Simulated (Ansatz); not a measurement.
C2H7MoNOS2, SMILES `C[N](C)[Mo]([OH])(=[S])=[S]`. Total charge 0; spin multiplicity 1. Mo: def2 effective core potential. All single points use the PBE0-D4/def2-TZVP geometry. It is one conformer, not always the lowest.

```xyz
14

C    -0.768   -0.369   -1.350
N    -0.370    0.002   -0.005
C    -1.399    0.765    0.676
Mo    1.327   -0.470    0.724
O     2.585    0.817    0.181
S     1.867   -2.375    0.000
S     1.172   -0.474    2.826
H    -0.972    0.530   -1.944
H     0.011   -0.945   -1.846
H    -1.682   -0.975   -1.319
H    -2.327    0.183    0.723
H    -1.090    1.017    1.687
H    -1.605    1.692    0.127
H     3.250    0.603   -0.479
```

(1) What is the dipole moment at PBE/def2-TZVPP? (Estimate.)

(2) And with r2SCAN, B3LYP, ωB97M-V? (Best estimate.)

(3) Give the Mulliken charges with PBE, ωB97M-V, r2SCAN in def2-TZVPP. (An estimate is asked.)

Results:

(1) Ansatz gave: 3.98 D, with components (-2.02, 1.70, -2.98) D in this frame, pointing from negative to positive charge.

(2) Ansatz gave: r2SCAN 4.12 D, B3LYP 3.91 D, ωB97M-V 3.78 D.

(3) Ansatz gave: 
| atom | PBE | ωB97M-V | r2SCAN |
| --- | --- | --- | --- |
| C1 | -0.13 | -0.18 | -0.02 |
| N2 | -0.22 | -0.30 | -0.28 |
| C3 | -0.13 | -0.18 | -0.02 |
| Mo4 | 0.85 | 0.78 | 0.95 |
| O5 | -0.46 | -0.48 | -0.51 |
| S6 | -0.34 | -0.27 | -0.36 |
| S7 | -0.35 | -0.28 | -0.37 |
| H8 | 0.10 | 0.12 | 0.06 |
| H9 | 0.09 | 0.11 | 0.07 |
| H10 | 0.09 | 0.12 | 0.06 |
| H11 | 0.09 | 0.12 | 0.06 |
| H12 | 0.10 | 0.12 | 0.07 |
| H13 | 0.09 | 0.12 | 0.06 |
| H14 | 0.22 | 0.21 | 0.23 |

B3LYP here is the variant with VWN-RPA as its local correlation; programs differ in this.
